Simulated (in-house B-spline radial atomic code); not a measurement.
Results of a calculation; reference values are marked as such.
## Rh in an electron gas of r_s = 1.5: phase shifts, screening and friction

A nucleus sits in a uniform electron gas with a rigid positive background. The Kohn-Sham equations are solved self-consistently in the spin-unpolarised LDA (PW92), non-relativistic, on B-splines with outgoing waves at the boundary and partial waves to l = 8. The model has no lattice, no bands and no magnetic solution. Atomic units; δ_l are the phase shifts at the Fermi level, counted so that each bound state adds π, and good to about 0.0005.

The density parameter is r_s = 1.5 bohr.

```json
{"l": "0", "δ_l (rad)": "11.6314"}
{"l": "1", "δ_l (rad)": "9.2014"}
{"l": "2", "δ_l (rad)": "5.7958"}
{"l": "3", "δ_l (rad)": "0.2528"}
{"l": "4", "δ_l (rad)": "0.0531"}
{"l": "5", "δ_l (rad)": "0.0134"}
{"l": "6", "δ_l (rad)": "0.0037"}
{"l": "7", "δ_l (rad)": "0.0009"}
{"l": "8", "δ_l (rad)": "0.0002"}
```

Bound levels below the band bottom (hartree): s -20.02, p -16.66, d -10.46, s -2.207, p -1.208 and deeper ones.

Check the Friedel sum rule, and say where the screening charge sits.

k_F = (9π/4)^(1/3)/r_s = 1.27944. The rule is Z = (2/π) Σ (2l + 1) δ_l. The terms are s 7.405, p 17.573, d 18.449, f 1.127 and 0.439 beyond, in all 44.993 against Z = 45. Bound states hold 8 s, 18 p, 10 d electrons, so the scattering states carry 8.99 in all; where a term is smaller than its bound count, the bound level has drawn weight out of the band.

Find the transport cross section and the electronic stopping of a 2 keV Rh ion (mass 102.91 u).

σ_tr = (4π/k_F²) Σ (l + 1) sin²(δ_l − δ_(l+1)). The terms for l = 0 to 3 are 0.4265, 0.1362, 1.3645, 0.1574, all together 2.0931, so σ_tr = 7.677 × 2.0931 = 16.068 bohr². With n = 3/(4π r_s³) = 0.07074, the friction coefficient is Q = n k_F σ_tr = 1.4542. For v well below v_F = 1.279, dE/dx = Q v; with 24801 eV per u at v = 1, v = √(2000/(24801 × 102.91)) = 0.0280, so dE/dx = 0.04071 hartree/bohr = 20.9 eV/nm. The largest term couples the d and f waves.
